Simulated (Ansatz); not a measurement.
Computed with Ansatz on PBE0-D4/def2-TZVP structures; ΔE is electronic, products minus reactants. CCSD(T)/CBS adds triple-zeta CCSD(T) − MP2 to the extrapolated MP2 energy (def2 sets, frozen cores). DFT in def2-TZVPP. For Br outer-core shells are correlated without core-valence functions, which leaves a few kJ/mol of doubt a bond. Scalar relativity is left out up to krypton.

Reaction (formal exchange of groups at the Si–Br bond): `C[SiH](Br)Br` + `FCC(F)(F)F` → `C[SiH](F)Br` + `FC(F)(F)CBr`

```tsv
level	ΔE (kJ/mol)
PBE-D4	-66.3
r2SCAN0-D4	-71.4
r2SCAN	-72.7
PBE0	-66.6
```

What does CCSD(T)/CBS give? (Estimate.)

Ansatz gave: -78.3 kJ/mol. The listed levels differ from it by 12.0, 6.9, 5.6, 11.7 kJ/mol.

Largest T1 diagnostic among the species: 0.011.

Leaving LDA and LC-ωPBE aside and taking each functional with its dispersion term where it has one, the values, not all of them listed here, spread over 12.7 kJ/mol, from B2PLYP to HSE06-D4. At CCSD(T), def2-SVP lies +21.1 kJ/mol from the extrapolated value and def2-TZVPP −1.4 kJ/mol. In def2-TZVPP, CCSD(T) changes the Hartree–Fock value by −9.6 kJ/mol (the triples alone add −0.4 kJ/mol) and MP2 by −12.9 kJ/mol.
